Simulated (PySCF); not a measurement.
Cl2NbO, neutral, multiplicity 2. Atoms are numbered in the order given.

```xyz
4

Nb     0.0000     0.0000     0.2438
O      0.0000     0.0000     1.9344
Cl     0.0000     2.0922    -0.7491
Cl     0.0000    -2.0922    -0.7491
```
Charge 0, spin multiplicity 2.

Coordinates come from a B3LYP-D3(BJ)/def2-SVP optimisation. The spin state was assumed, not searched. The isomer is the one that the SMILES or the coordinates give; other isomers of the formula were not compared. The def2 effective core potentials stand for the cores of Nb; spin–orbit coupling is left out.

Computed with B3LYP/def2-TZVPD (PySCF).

The molecule is in vacuum.

Computed frontier levels, dipole moment and polarisability:
```json
{
 "α spin, highest occupied and lowest empty level": "-7.00 and -3.97 eV",
 "β spin, highest occupied and lowest empty level": "-9.41 and -3.75 eV",
 "dipole_moment": "1.06 D",
 "quadrupole, principal values (traceless, Buckingham form, about the centre of nuclear charge)": "-4.58, -3.07, 7.65 D·Å",
 "mean_static_polarisability": "72.7 bohr³ (10.77 Å³)",
 "polarisability_principal_values": "58.3, 71.4, 88.4 bohr³",
 "⟨S²⟩": "0.754 (pure state 0.75)"
}
```
